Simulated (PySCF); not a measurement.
**Telling isomers of C7H5FO3 apart by NMR**

All values are calculated (PySCF 2.14.0 with density-fitted response routines): shieldings: GIAO PBE0/pcSseg-1, geometry from GFN2-xTB. A single conformation, non-relativistic, fast rotation and ring inversion assumed for equivalent nuclei, no solvent model.

References, each an isolated molecule treated in the same way: ¹H (σ = 31.72 ppm) and ¹³C (σ = 186.93 ppm) against TMS. Splittings of carbon signals by F and P are missing where no couplings were computed. Where no couplings were computed, multiplicities follow the n + 1 count of equivalent neighbours, and m marks all less simple cases (inequivalent or close neighbours, rings, F or P nearby). Shifts are as computed. Against solution values, carbons near 30 ppm lie about +3 ppm off and those near 130 ppm about +5 ppm. Of 1211 compounds with measured shifts, 218 miss one by over three times the rms of a fit or turn the order of signals round; such compounds aren't used in these exercises.

(1) Tabulate the signals of `Cc1oc(C(=O)F)cc1C=O`, `CC(=O)c1ccc(C(=O)F)o1` and their relative energies.

(2) What is the quickest way to tell Cc1oc(C(=O)F)cc1C=O from CC(=O)c1ccc(C(=O)F)o1?

Results:

(1) 
```json
{"SMILES": "Cc1oc(C(=O)F)cc1C=O", "carbon types": "4×C 2×CH 1×CH3", "δC": "189.6, 173.6, 156.4, 143.4, 135.5, 130.2, 19.3", "δH": "10.36 (s, 1H), 8.04 (m, 1H), 2.94 (s, 3H)", "E rel. (kcal/mol)": "0.9"}
{"SMILES": "CC(=O)c1ccc(C(=O)F)o1", "carbon types": "4×C 2×CH 1×CH3", "δC": "191.2, 162.4, 156.7, 146.0, 134.6, 124.5, 29.3", "δH": "7.93 (m, 1H), 7.67 (m, 1H), 2.64 (s, 3H)", "E rel. (kcal/mol)": "0.0"}
```

Energies are electronic energies at PBE0/pcSseg-1 on these geometries, without zero-point or thermal terms, each for the one conformer computed, which needn't be the lowest.

(2) Both give the same number of carbon signals, with the same numbers of each carbon type, so the positions decide. The first has an aldehyde carbonyl carbon (CH) at 189.6 ppm, the second a ketone carbonyl carbon (C) at 191.2 ppm. In the proton spectra the most deshielded non-exchanging signals are 10.36 (s, 1H) and 7.93 (m, 1H).
